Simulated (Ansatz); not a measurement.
Sn3F4⁺, relaxed as a doublet with UKS r2SCAN-D4/def2-SVP in Ansatz, starting from the GFN1-xTB geometry. Force threshold 0.02 eV/Å.

In the def2 sets Sn takes a core potential; there is no spin–orbit coupling. Another isomer (doublet) lies 0.12 eV lower at PBE0-D4/def2-TZVP; other spin states weren't run for this one.

Start:

Cartesian coordinates in Å:
```
Sn -0.322 -0.529 1.843
Sn -1.018 -0.585 -1.613
Sn 1.893 0.447 0.097
F 0.416 -1.365 -0.230
F 0.289 1.424 1.160
F 0.529 0.808 -1.542
F -1.788 -0.201 0.285
```

Estimate the energy that the relaxation releases and the steps that it takes.

0.39 eV, in 16 steps; 80 s on 4 threads of Arm Neoverse V1 on a shared host. No frequencies were taken in this run, so the end may be a saddle point.

Does the start keep its bonding and symmetry?

By distances, no bond broke or formed. The bond that changes most is Sn1–F4, from 2.35 to 2.25 Å (atoms count from 1).

Predict the relaxed structure.


Cartesian coordinates in Å:
```
Sn -0.198 -0.641 1.686
Sn -1.076 -0.681 -1.687
Sn 2.054 1.035 0.137
F -0.013 -1.780 -0.251
F 0.320 1.455 1.291
F 0.587 0.607 -1.391
F -1.674 0.006 0.213
```
Bond lengths (bridged metal pairs left out): 8 × F–Sn 2.10 to 2.25 Å.
